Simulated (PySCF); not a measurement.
**Calculated NMR parameters of C[P@@]1(=O)C=Cc2ccccc21**

```
Formula                               : C9H9OP
SMILES                                : C[P@@]1(=O)C=Cc2ccccc21
InChI                                 : InChI=1S/C9H9OP/c1-11(10)7-6-8-4-2-3-5-9(8)11/h2-7H,1H3/t11-/m1/s1
Point group of the computed structure : C1
Carbon signals                        : 9
Proton signals                        : 7
```

Numbering as in the mapped SMILES `[CH3:1][P@@:2]1(=[O:3])[CH:4]=[CH:5][c:6]2[cH:7][cH:8][cH:9][cH:10][c:11]21`. Each H is labelled by its parent atom.

Level of theory: GIAO PBE0/pcSseg-1 shieldings, GFN2-xTB structure, in PySCF 2.14 (one conformer, non-relativistic Hamiltonian, no solvent model, rapidly exchanging positions averaged).

δ = σ(ref) − σ, references computed at the same level: TMS for ¹H and ¹³C; ³¹P against H3PO4; H2O for ¹⁷O.

| carbon | δC, type | δH (multiplicity) | HMBC from (2–3 bonds) | span of the C tensor (ppm) |
| --- | --- | --- | --- | --- |
| C1 | 19.4, CH3 | 1.56 (m) | H(C4) | 45 |
| C4 | 138.9, CH | 6.52 (m) | H(C5), H(C1) | 206 |
| C5 | 148.9, CH | 7.25 (m) | H(C7), H(C4) | 217 |
| C6 | 146.3, C | – | H(C10), H(C8), H(C7), H(C5), H(C4) | 212 |
| C7 | 130.1, CH | 7.47 (m) | H(C8), H(C9), H(C5) | 212 |
| C8 | 137.2, CH | 7.67 (m) | H(C10), H(C9), H(C7) | 238 |
| C9 | 134.3, CH | 7.62 (m) | H(C10), H(C8), H(C7) | 235 |
| C10 | 133.8, CH | 7.97 (m) | H(C8), H(C9) | 237 |
| C11 | 141.7, C | – | H(C10), H(C9), H(C7), H(C5), H(C4), H(C1) | 211 |

Other nuclei:
```
atoms  nucleus                                        environment  δ (ppm)  σ (ppm)
   P2      ³¹P  phosphorus bonded to 3 C, O, in a 5-membered ring     19.6    298.8
   O3      ¹⁷O                                         P=O oxygen     80.2    255.8
```

1. δC 148.9, 138.9: alkene CH; an sp2 carbon of a C=C bond.
2. δC 146.3, 141.7: substituted aromatic carbon.
3. δC 137.2, 134.3, 133.8, 130.1: aromatic CH; the aromatic region.
4. δH 7.97, 7.67, 7.62, 7.47: hydrogen on an aromatic CH; ring-current deshielding.
5. δH 7.25, 6.52: hydrogen on an alkene CH; attached to an sp2 carbon and in the plane of the double bond.

Splittings by ³¹P in the carbon and heteronuclear signals aren't shown, as no couplings were computed. Shifts are as computed. Against solution values, carbons near 30 ppm lie about +3 ppm off and those near 130 ppm about +5 ppm. Of 1211 compounds with measured shifts, 218 miss one by over three times the rms of a fit or turn the order of signals round; such compounds aren't used in these exercises. Experimental scales use liquid or dissolved standards, which lie at an offset from isolated H2O (liquid H2O: subtract about 36 ppm) and H3PO4. No couplings were computed; multiplicities are counted from neighbouring protons, with m where these are inequivalent, close in shift, in a saturated or five-membered ring or joined by F or P, and br s for small geminal =CH2 splittings.
